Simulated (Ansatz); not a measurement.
Isomers of CH6Si2. All species are isolated molecules in the gas phase. Strings in code marks are SMILES.

Quantity: electronic energy of isomers of CH6Si2 relative to `C1[SiH2][SiH2]1`; case `C[SiH]=[SiH2]`. Reference level: composite: frozen-core CCSD(T) with HF/cc-pVQZ and the correlation energy extrapolated as X^-3 from cc-pVTZ and cc-pVQZ, plus CCSDT(Q) minus CCSD(T) in cc-pVDZ // PBE0-D3(BJ)/def2-TZVP (Ansatz, a program for electronic structure), which gives 6.58 kcal/mol and has limits of its own. All levels are single points in Ansatz, each species at its own geometry of the level named after //, DFT without a dispersion term. Costs are rough core-time ratios to PBE, each species on one shared machine, summed over the species compared; in molecules this small the fixed start-up share makes them lower than scaling laws suggest.

Geometry of `C[SiH]=[SiH2]` (neutral, multiplicity 1):

Cartesian coordinates (Å):
```xyz
9

C      1.5675    -0.2210     0.1570
Si    -0.0419     0.6819    -0.1390
Si    -1.9730    -0.2447    -0.0413
H      1.4132    -1.2993     0.0971
H      1.9772     0.0215     1.1401
H      2.3053     0.0638    -0.5972
H      0.0480     2.1518     0.0468
H     -3.1824     0.5447    -0.3697
H     -2.1139    -1.6987    -0.2938
```
Charge 0, spin multiplicity 1.

```
level                        cost relative to PBE  difference from the reference (kcal/mol)
---------------------------  --------------------  ----------------------------------------
frozen-core CCSD(T)/6-31g                     0.4                                     -14.1
PBE/cc-pVTZ                                     1                                     -1.69
BLYP/cc-pVTZ                                    1                                     -4.04
B3LYP/cc-pVTZ                                   1                                     -1.88
LC-ωPBE/cc-pVTZ                                 1                                     +5.81
CAM-B3LYP/cc-pVTZ                               1                                     +1.05
r2SCAN/cc-pVTZ                                  2                                     +0.35
r2SCAN0/cc-pVTZ                                 2                                     +1.66
frozen-core CCSDT(Q)/6-31g                      6                                     -14.2
frozen-core CCSD(T)/cc-pVTZ                    10                                     -1.15
```
